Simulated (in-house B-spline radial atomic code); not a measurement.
Removing one electron from the antimony ion Sb⁴⁹⁺

Closed shell 1s2. Computed with a B-spline radial code for spherical atoms: Koopmans values of Dirac-Hartree-Fock plus a diagonal self-energy, in second order or with its direct term screened (direct RPA, with the hole-particle interaction, or full time-dependent Hartree-Fock), linearised in energy; no-pair Dirac-Coulomb Hamiltonian, finite nucleus. Shifts add to the Koopmans value (the ΔSCF shift is orbital relaxation alone); the final value takes TDHF screening with Breit and QED.

Command:
```bash
python run_mb.py task.json out
```
Settings (nuclear radius in fm, box in bohr, cutoff in hartree):
```
basis_form          2
Z                   51
core_configuration  1s2
rms_radius          4.6802
mass_number         121
speed_of_light      137.036
box_radius          2.569
lmax                7
intervals           57
virtual_cutoff      10404.0
```

Cost of the run: 0.4 s on 1 thread of Arm Neoverse V2, with other jobs on the host.

Energies in eV:

| subshell | Koopmans | ΔSCF shift | second order | direct RPA | hole-particle | TDHF | Breit + QED | final |
| --- | --- | --- | --- | --- | --- | --- | --- | --- |
| 1s1/2 | 35793.87 | -1.714 | ? | ? | ? | ? | ? | ? |

(1) What does the self-energy do to 1s1/2?

## Answers

(1) It shifts the removal energy by -0.530 eV in second order, -0.496 with direct RPA, -0.538 with the hole-particle term and -0.545 with TDHF screening (quasi-particle weight 1.000); Breit and QED add -84.608 eV. The final value is 35708.72 eV, against 35710.03 ± 0.025 eV (NIST, tabulated theory). Recoil and two-electron QED terms are left out.
